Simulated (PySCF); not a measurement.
AsS⁺ at r²SCAN

Level: r²SCAN. PySCF, no relativity, basis sets As def2-SVP, S def2-SVP.

| Item | Value |
| --- | --- |
| state | ¹Σ⁺ (singlet), closed shell |
| bond length | 1.953 Å |
| harmonic wavenumber | 667 cm⁻¹ |
| force constant | 5.88 mdyn/Å |
| rotational constant Be | 0.1972 cm⁻¹ |
| anharmonicity ωexe | 1.80 cm⁻¹ |
| vibration–rotation constant αe | 0.000732 cm⁻¹ |
| well depth De to As⁺ + S | 140.5 kcal/mol |
| dissociation energy D0 | 139.6 kcal/mol |
| HOMO–LUMO gap | 4.24 eV |
| bond order (Mayer) | 2.76 |
| dipole moment (positive dipole points towards S; it is taken about the centre of mass and depends on that origin) | -0.39 D |

For an ion De counts to the pair picked by the measured ionisation energies or electron affinities, which need not be the lowest pair at this level.
